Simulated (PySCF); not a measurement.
PySCF input for WO2, SMILES [O]=[W]=[O] (connectivity only; charge and spin as stated), neutral, multiplicity 3, B3LYP-D3(BJ)/def2-TZVP. Geometry optimised at B3LYP-D3(BJ)/def2-TZVP. The spin state was assumed, not searched. The def2 effective core potentials stand for the cores of W; spin–orbit coupling is left out.

```python
import numpy as np
from pyscf import gto, scf, dft, df
from pyscf.hessian import thermo

mol = gto.M(
    atom='''
    W     0.00000000    0.00000000    0.16764184
    O     0.00000000    1.43262092   -0.77534350
    O     0.00000000   -1.43262092   -0.77534350
    ''',
    basis='def2-TZVP',
    ecp={'W': 'def2-tzvp'},
    charge=0,
    spin=2,
    max_memory=1600,
    verbose=3,
)
mf = dft.UKS(mol, xc='b3lyp').density_fit(auxbasis='def2-universal-jkfit')
mf.disp = 'd3bj'
mf.grids.level = 3
mf.conv_tol = 1e-11
mf.max_cycle = 100
mf.kernel()
fine, coarse = mf.grids, dft.Grids(mol).set(level=1).build(with_non0tab=True)
for _ in range(3):  # follow internal instabilities
    mf.grids = coarse
    mo, _, stable, _ = mf.stability(return_status=True, nroots=4)
    mf.grids = fine
    if stable:
        break
    mf.kernel(mf.make_rdm1(mo, mf.mo_occ))

# [left out here: the lines that compute and print the analytic Hessian (its translational invariance restored by hand, since the grid's response is missing), thermochemistry and intensities]
```

Program output:

```

WARN: HOMO -0.268239143574384 >= LUMO -0.300229102422627


WARN: HOMO -0.0653669316571807 >= LUMO -0.124187737687926

converged SCF energy = -217.644427265648  <S^2> = 2.0087798  2S+1 = 3.0058475
<class 'pyscf.df.df_jk.DFUKS'> wavefunction is stable in the internal stability analysis

WARN: DFTD3 does not support analytical Hessian, using finite difference


WARN: Mole.unit (angstrom) is changed to Bohr

Mode                                 0                   1                   2
Irrep
Freq [cm^-1]                      313.2879            950.5089           1020.3230
Reduced mass [au]                  17.4376             17.7543             16.8917
Force const [Dyne/A]                1.0084              9.4507             10.3610
Char temp [K]                     450.7515           1367.5707           1468.0176
Normal mode                   x     y     z       x     y     z       x     y     z
       0   W                 0.00 -0.00  0.02    0.00  0.02  0.00   -0.00 -0.00  0.02
       1   O                -0.00 -0.11 -0.13   -0.00 -0.14  0.09   -0.00  0.14 -0.10
       2   O                 0.00  0.11 -0.13    0.00 -0.14 -0.09    0.00 -0.14 -0.10
temperature 298.1500 [K]
pressure 101325.00 [Pa]
Rotational constants [GHz] 20.85318 7.69541 5.62108
Symmetry number 2
Zero-point energy (ZPE) 0.00520 [Eh]   13662.070 [J/mol]
                           tot       elec      trans        rot        vib
Entropy [J/mol/K]       283.485      9.134    175.775     92.111      6.465
Cv [J/mol/K]             35.146      0.000     12.472     12.472     10.202
Cp [J/mol/K]             43.460      0.000     20.786     12.472     10.202
Internal energy [J/mol]                      3718.434   3718.434  14928.659
Internal energy [Eh]   -217.63591  -217.64443
Enthalpy [J/mol]                             6197.391   3718.434  14928.659
Enthalpy [Eh]          -217.63496
Gibbs free energy [J/mol]                  -46210.006 -23744.319  13001.066
Gibbs free energy [Eh] -217.66716
mode   freq/cm-1   IR/(km/mol)
   1      313.29         2.993
   2      950.51       196.281
   3     1020.32        60.742
max |gradient| / (hartree/bohr): 0.0001119702161625009
APT charges: [ 1.4018 -0.7009 -0.7009]
```

Self-consistency was reached.

Cost: about 60 core-seconds (a rough figure).
